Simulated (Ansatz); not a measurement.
Cartesian coordinates (Å):
```xyz
30

C     -0.0808     2.7294    -0.8265
N     -0.0356     1.3309    -0.4748
C      1.1765     0.7577    -0.0531
C      2.3147     1.5137     0.2408
C      3.5178     0.8898     0.6064
C      3.5754    -0.4935     0.7122
C      2.4304    -1.2629     0.4531
C      1.2354    -0.6571     0.0550
N      0.0776    -1.3859    -0.2671
C      0.1504    -2.8204    -0.4021
C     -1.1693    -0.7671    -0.0731
C     -2.3397    -1.4811     0.1989
C     -3.5709    -0.8203     0.3313
C     -3.6285     0.5630     0.2255
C     -2.4553     1.2955    -0.0134
C     -1.2283     0.6478    -0.1813
H     -0.9448     2.9150    -1.4794
H      0.8271     2.9961    -1.3850
H     -0.1583     3.4026     0.0506
H      2.2737     2.6007     0.1816
H      4.3991     1.5011     0.8124
H      4.5029    -0.9914     1.0030
H      2.4798    -2.3460     0.5599
H     -0.6911    -3.1739    -1.0138
H      0.1233    -3.3568     0.5675
H      1.0808    -3.0928    -0.9194
H     -2.3013    -2.5647     0.3051
H     -4.4749    -1.4020     0.5246
H     -4.5787     1.0905     0.3340
H     -2.5074     2.3821    -0.0731
```
Charge 0, spin multiplicity 1.

The numbers are results of frozen-core CCSD(T)/def2-SVP // B3LYP-D3(BJ)/def2-SVP (Ansatz, an electronic-structure program), not measurements. The restricted HF reference is unstable towards unrestricted orbitals.

HF energy: -646.72000 Ha
MP2 correlation energy: -2.17337 Ha

Task: Estimate the CCSD correlation energy, the (T) correction, the total energy and the T1 diagnostic.

Result: 
```
Quantity                        Result
-----------------------  -------------
CCSD correlation energy    -2.25712 Ha
(T) correction             -0.10096 Ha
CCSD(T) total energy     -649.07808 Ha
T1 diagnostic                    0.012
```
